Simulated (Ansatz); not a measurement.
C2H4ClFOSi can be A, `F[C@H](Cl)[Si@@H]1CO1`, or B, `O=CC(F)[SiH2]Cl`.

Program: Ansatz. Geometries: PBE0-D4/def2-TZVP. ΔE: electronic, gas phase. CBS: MP2 limit from def2 TZ/QZ plus the TZ coupled-cluster correction, frozen cores. Functionals use def2-TZVPP. B3LYP here is the variant with VWN-RPA as its local correlation; programs differ in this. Each species was taken in one conformer, which may not be the lowest.

Problem. Which isomer does CCSD(T)/CBS put lower? Give the gap. (Best estimate.)

Solution. Ansatz gave: B, by 139.9 kJ/mol.

Problem. Give E(B) − E(A) in kJ/mol with B3LYP, r2SCAN-D4, B2PLYP, CCSD(T)/def2-TZVPP, ωB97M-V, PBE0-D4, MP2/def2-TZVPP. (Best estimate.)

Solution. Ansatz gave: B3LYP -148.1, r2SCAN-D4 -135.7, B2PLYP -146.7, CCSD(T)/def2-TZVPP -144.3, ωB97M-V -140.7, PBE0-D4 -136.5, MP2/def2-TZVPP -139.8. None reverses the order clearly.

Problem. Does the order hold for the free energy at 298.15 K (harmonic terms from PBE0-D4)? (An estimate is asked.)

Solution. The calculation gave: Yes: G(B) − G(A) = -149.9 kJ/mol, for one conformer each. Modes under 60 cm⁻¹, often nearly free rotors, make the harmonic entropy too high.

Largest T1 diagnostic: 0.013.

At CCSD(T), def2-SVP lies −43.0 kJ/mol from the extrapolated value and def2-TZVPP −4.4 kJ/mol. Leaving LDA and LC-ωPBE aside and taking each functional with its dispersion term where it has one, the values, not all of them listed here, spread over 27.4 kJ/mol, from BHLYP-D4 to PBE-D4. LDA lies +16.9 kJ/mol from PBE without D4.
